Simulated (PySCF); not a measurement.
Te(GeH3)(OSiH3) (GeH6OSiTe), SMILES [SiH3]O[Te][GeH3].

Geometry optimised at B3LYP-D3(BJ)/def2-SVP. The def2 effective core potentials stand for the cores of Te; spin–orbit coupling is left out. One conformer was computed; it need not be the lowest.

Calculation: PBE0/def2-TZVP (PySCF).

Isolated molecule, no solvent.

Computed frontier levels, gap, dipole moment and polarisability:
highest occupied level: -6.43 eV
lowest empty level: -2.31 eV
orbital gap: 4.12 eV
dipole moment: 1.68 D
quadrupole, principal values (traceless, Buckingham form, about the centre of nuclear charge): -5.27, 2.37, 2.90 D·Å
mean static polarisability: 100.9 bohr³ (14.95 Å³)
polarisability, principal values: 78.1, 101.2, 123.4 bohr³
